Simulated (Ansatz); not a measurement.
Basis-set extrapolation for `C=NCN[SiH3]` (PBE0-D4/def2-TZVP geometry, frozen core, the Gaussian-basis code of Ansatz). Multiplicity 1, RHF reference.

|  | def2-TZVPP | def2-QZVPP |
| --- | --- | --- |
| HF | -478.295508 | -478.313768 |
| MP2 correlation | -0.872051 | -0.931297 |
| CCSD(T) correlation | -0.958044 | not run |

Energies in hartree. Use E(X) = E(∞) + A·exp(−7.88·√X) for Hartree–Fock and E(X) = E(∞) + B·X^(−2.97) for correlation, with X = 3 and 4, and add CCSD(T) minus MP2 of the smaller set to the MP2 limit.

**Question.** What is the CCSD(T) energy at the basis-set limit?

**Answer.** HF limit: -478.313768 + (-0.018260) × 0.13774 = -478.31628. MP2 limit: -0.931297 + (-0.059246) × 0.74074 = -0.97518. Higher-order term: -0.958044 − (-0.872051) = -0.08599. Total: -479.37745 hartree, 325.3 kJ/mol below CCSD(T)/def2-TZVPP.
